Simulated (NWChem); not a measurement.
Everything below was run with NWChem. System: HIn, charge 0, spin multiplicity 1, at a geometry optimised with PBE/def2-SVP with def2 effective core potentials on In. The structure started from a generated list of species. Level: MP2/def2-TZVP with def2 effective core potentials on In, 4 core orbitals frozen.

Part of the output:

```
             Northwest Computational Chemistry Package (NWChem) 7.3.0
             --------------------------------------------------------

                                NWChem Input Module
                                -------------------

 Scaling coordinates for geometry "geometry" by  1.889725989
 (inverse scale =  0.529177249)

 Turning off AUTOSYM since
 SYMMETRY directive was detected!

                             Geometry "geometry" -> ""
                             -------------------------

 Output coordinates in angstroms (scale by  1.889725989 to convert to a.u.)

  No.       Tag          Charge          X              Y              Z
 ---- ---------------- ---------- -------------- -------------- --------------
    1 In                  49.0000     0.00000000     0.00000000     0.03772200
    2 H                    1.0000     0.00000000     0.00000000    -1.84837900

 Effective nuclear repulsion energy (a.u.)      13.7477713023

            Nuclear Dipole moment (a.u.)
            ----------------------------
        X                 Y               Z
 ---------------- ---------------- ----------------
     0.0000000000     0.0000000000    -0.0000018897

      Symmetry information
      --------------------

 Group name             C2v
 Group number             16
 Group order               4
 No. of unique centers     2

      Symmetry unique atoms

     1    2


 Summary of "ao basis" -> "" (spherical)
 ------------------------------------------------------------------------------
       Tag                 Description            Shells   Functions and Types
 ---------------- ------------------------------  ------  ---------------------
 *                         def2-tzvp                  on all atoms

 Summary of "ao basis" -> "ao basis" (spherical)
 ------------------------------------------------------------------------------
       Tag                 Description            Shells   Functions and Types
 ---------------- ------------------------------  ------  ---------------------
 In                        def2-tzvp                16       50   6s5p3d2f
 H                         def2-tzvp                 4        6   3s1p

                                 NWChem SCF Module
                                 -----------------

  ao basis        = "ao basis"
  functions       =    56
  atoms           =     2
  closed shells   =    11
  open shells     =     0
  charge          =   0.00
[...]
  Mulliken analysis of the total density
  --------------------------------------

    Atom       Charge   Shell Charges
 -----------   ------   -------------------------------------------------------
    1 In  21    20.78   0.40 -0.84  1.58  0.85  1.02  0.85 -0.41  6.38  0.29  0.47  0.12  8.93  1.05  0.08  0.01  0.00
    2 H    1     1.22   0.21  0.56  0.45  0.00

       Multipole analysis of the density wrt the origin
       ------------------------------------------------

     L   x y z        total         open         nuclear
     -   - - -        -----         ----         -------
     0   0 0 0     -0.000000      0.000000     22.000000

     1   1 0 0     -0.000000      0.000000      0.000000
     1   0 1 0     -0.000000      0.000000      0.000000
     1   0 0 1      0.291532      0.000000     -1.995961

     2   2 0 0    -16.761690      0.000000      0.000000
     2   1 1 0     -0.000000      0.000000      0.000000
     2   1 0 1     -0.000000      0.000000      0.000000
     2   0 2 0    -16.761690      0.000000      0.000000
     2   0 1 1     -0.000000      0.000000      0.000000
     2   0 0 2    -24.682133      0.000000     12.307269

                   NWChem MP2 Semi-direct Energy/Gradient Module
                   ---------------------------------------------

  Basis functions       =     56
  Molecular orbitals    =     56
  Frozen core           =      4
  Frozen virtuals       =      0
  Active alpha occupied =      7
  Active beta occupied  =      7
  Active alpha virtual  =     45
  Active beta virtual   =     45
  Use MO symmetry       = T
  Use skeleton AO sym   = T

  AO/Fock/Back tols     =   1.0D-09  1.0D-09  1.0D-09

 GA uses MA = F    GA memory limited = T

 Available:
  local mem=  1.26D+08
 global mem=  1.44D+08
 local disk=  0.00D+00
  mp2_memr nvloc                    45
  nvloc new                    45
   1 passes of   7:        4194304                      22141                   1714749.
   1 passes of   7: M    126142334           G      144172928           F     121948030.

 Semi-direct pass number   1 of   1  for RHF alpha+beta  at        0.3s
  vrange nnbf                  1596
  mp2_eaftype                    10  avail_ma_in_mb                  1099
 EAF : mp2_eaftype filesize          10     857375.
  mp2_eaf for mointskh                     10
Node 0 wrote      4.0 Mb in      0.0 s     Agg I/O rate:  1698.0 Mb/s
 Done moints_semi at        0.9s
  mp2_eaftype                    10  avail_ma_in_mb                  1089
 EAF : mp2_eaftype filesize          10     857375.
  mp2_eaf for kh                    10
 Done maket at        0.9s
 Done multipass loop at        0.9s

          -------------------------------------------
          SCF energy                -189.776961955419
          Correlation energy          -0.270043785567
          Singlet pairs               -0.139130698035
          Triplet pairs               -0.130913087532
          Total MP2 energy          -190.047005740986
          -------------------------------------------

          ---------------------------------------------------
                    Spin Component Scaled (SCS) MP2
          Same spin pairs                     -0.087275391688
          Same spin scaling factor             0.333333333333
          Opposite spin pairs                 -0.182768393879
          Opposite spin scaling fact.          1.200000000000
          SCS-MP2 correlation energy          -0.248413869884
          Total SCS-MP2 energy              -190.025375825303
          ---------------------------------------------------

 -----------------------
 Performance information
 -----------------------

 Timer overhead =  9.62D-08 seconds/call

               Nr. of calls         CPU time (s)                 Wall time (s)                GFlops
             ---------------    -------------------     ------------------------------   -------------------
Name         Min   Avg   Max    Min     Avg     Max     Min     Avg     Max   Mx/calls   Min     Max     Sum
mp2: moin     1     1     1   0.58    0.58    0.58     0.58    0.58    0.58    0.58      0.0     0.0     0.0
mp2: make     1     1     1   1.88E-2 1.88E-2 1.88E-2  1.88E-2 1.88E-2 1.88E-2 1.88E-2   0.0     0.0     0.0
mp2: tota     1     1     1   0.63    0.63    0.63     0.63    0.63    0.63    0.63      0.0     0.0     0.0

 The average no. of pstat calls per process was 3.00D+00
 with a timing overhead of 2.89D-07s

 Task  times  cpu:        0.9s     wall:        0.9s

 Total times  cpu:        0.9s     wall:        0.9s
```

### Question
Write an NWChem input that would produce this output.

### Answer
Several could match; the one computed here: 
```
start mol
memory heap 200 mb stack 900 mb global 1100 mb
geometry units angstroms nocenter noautoz
  In     0.000000     0.000000     0.037722
  H      0.000000     0.000000    -1.848379
  symmetry group C2v
end
basis spherical
  * library def2-tzvp
end
ecp
  In library def2-ecp
end
scf
  rhf
  nopen 0
  maxiter 100
  thresh 1e-7
  semidirect memsize 60000000 filesize 0
end
mp2
  freeze core 4
end
task mp2 energy
```
